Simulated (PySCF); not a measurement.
**Broadened absorption spectrum of C4H7NSi**

Species: C₄H₇NSi.
Numbering: `[CH:1]#[C:2]/[CH:3]=[N:4]\[SiH2:5][CH3:6]` (hydrogens: H7 on C1; H8 on C3; H9, H10 on Si5; H11, H12, H13 on C6)

Cartesian coordinates in Å at the GFN2-xTB level; atoms count from 1:
```
atom  x, y, z in Å
C1     2.841    1.422    0.139
C2     2.266    0.404   -0.141
C3     1.565   -0.786   -0.461
N4     0.388   -1.076   -0.131
Si5   -0.855   -0.293    0.763
C6    -2.272   -0.079   -0.481
H7     3.353    2.308    0.377
H8     2.135   -1.504   -1.058
H9    -0.551    1.003    1.386
H10   -1.176   -1.291    1.786
H11   -3.177    0.232    0.031
H12   -2.040    0.671   -1.232
H13   -2.483   -1.010   -0.997
```

Method used: PySCF, TDDFT PBE0/def2-SVPD, vertical, gas phase, core orbitals frozen in the response.

Computed states:

| state | E (eV) | f |
| --- | --- | --- |
| S1 | 3.60 | 0.0012 |
| S2 | 5.03 | 0.0000 |
| S3 | 5.53 | 0.272 |
| S4 | 6.26 | 0.016 |
| S5 | 6.41 | 0.030 |
| S6 | 6.57 | 0.025 |

Broadening: Gaussians 0.3 eV wide at half height, area fixed by f = 4.319×10⁻⁹ ∫ε dν̃. The width is an assumption, not a result. The curve ends short of the highest state used, and states not computed would add to its high-energy end.

(1) Give the broadened spectrum and its maxima.

(2) On this curve, what absorbance would a 10⁻⁵ mol/L sample give at 222 nm over a 1 cm path?

(3) Coming from long wavelengths, where does ε first pass 100 L mol⁻¹ cm⁻¹?

(4) Does any computed singlet lie in the visible range?

## Answers

(1) 
```json
{"E (eV)": "3.15", "ε (L mol⁻¹ cm⁻¹)": "0"}
{"E (eV)": "3.23", "ε (L mol⁻¹ cm⁻¹)": "2"}
{"E (eV)": "3.31", "ε (L mol⁻¹ cm⁻¹)": "9"}
{"E (eV)": "3.39", "ε (L mol⁻¹ cm⁻¹)": "29"}
{"E (eV)": "3.47", "ε (L mol⁻¹ cm⁻¹)": "67"}
{"E (eV)": "3.55", "ε (L mol⁻¹ cm⁻¹)": "103"}
{"E (eV)": "3.63", "ε (L mol⁻¹ cm⁻¹)": "106"}
{"E (eV)": "3.71", "ε (L mol⁻¹ cm⁻¹)": "74"}
{"E (eV)": "3.79", "ε (L mol⁻¹ cm⁻¹)": "35"}
{"E (eV)": "3.87", "ε (L mol⁻¹ cm⁻¹)": "11"}
{"E (eV)": "3.95", "ε (L mol⁻¹ cm⁻¹)": "2"}
{"E (eV)": "4.03", "ε (L mol⁻¹ cm⁻¹)": "0"}
{"E (eV)": "4.12", "ε (L mol⁻¹ cm⁻¹)": "0"}
{"E (eV)": "4.20", "ε (L mol⁻¹ cm⁻¹)": "0"}
{"E (eV)": "4.28", "ε (L mol⁻¹ cm⁻¹)": "0"}
{"E (eV)": "4.36", "ε (L mol⁻¹ cm⁻¹)": "0"}
{"E (eV)": "4.44", "ε (L mol⁻¹ cm⁻¹)": "0"}
{"E (eV)": "4.52", "ε (L mol⁻¹ cm⁻¹)": "0"}
{"E (eV)": "4.60", "ε (L mol⁻¹ cm⁻¹)": "0"}
{"E (eV)": "4.68", "ε (L mol⁻¹ cm⁻¹)": "0"}
{"E (eV)": "4.76", "ε (L mol⁻¹ cm⁻¹)": "0"}
{"E (eV)": "4.84", "ε (L mol⁻¹ cm⁻¹)": "0"}
{"E (eV)": "4.92", "ε (L mol⁻¹ cm⁻¹)": "1"}
{"E (eV)": "5.00", "ε (L mol⁻¹ cm⁻¹)": "5"}
{"E (eV)": "5.08", "ε (L mol⁻¹ cm⁻¹)": "49"}
{"E (eV)": "5.17", "ε (L mol⁻¹ cm⁻¹)": "457"}
{"E (eV)": "5.25", "ε (L mol⁻¹ cm⁻¹)": "2204"}
{"E (eV)": "5.33", "ε (L mol⁻¹ cm⁻¹)": "7174"}
{"E (eV)": "5.41", "ε (L mol⁻¹ cm⁻¹)": "15738"}
{"E (eV)": "5.49", "ε (L mol⁻¹ cm⁻¹)": "23277"}
{"E (eV)": "5.57", "ε (L mol⁻¹ cm⁻¹)": "23208"}
{"E (eV)": "5.65", "ε (L mol⁻¹ cm⁻¹)": "15599"}
{"E (eV)": "5.73", "ε (L mol⁻¹ cm⁻¹)": "7069"}
{"E (eV)": "5.81", "ε (L mol⁻¹ cm⁻¹)": "2162"}
{"E (eV)": "5.89", "ε (L mol⁻¹ cm⁻¹)": "469"}
{"E (eV)": "5.97", "ε (L mol⁻¹ cm⁻¹)": "186"}
```

Maxima: 345 nm (3.60 eV), ε about 110, made up of S1 (100%); 224 nm (5.53 eV), ε about 24000, made up of S3 (100%) (ε in L mol⁻¹ cm⁻¹; maxima over ε = 5, shares over 10%). At its high-energy end, 5.97 eV, the curve is still rising (ε about 190, from S3 and S4).

(2) 222 nm is 5.585 eV, where ε is about 22000 L mol⁻¹ cm⁻¹, so A = ε c l ≈ 0.22 (Beer–Lambert, with the gas-phase spectrum and the assumed width).

(3) At about 350 nm (3.54 eV), 0.05 eV below S1.

(4) No computed singlet lies in the visible range (380 to 750 nm); the lowest, at 345 nm, stands 0.33 eV above its violet end (3.26 eV); a Tamm–Dancoff triplet lies at 414 nm, without intensity as long as spin–orbit coupling is left out.

Hardware: AMD EPYC, one thread, no GPU, on a shared host. Cost: 51 s wall, 44 s CPU, 0.74 GiB resident at most.

One conformer stands for the species.
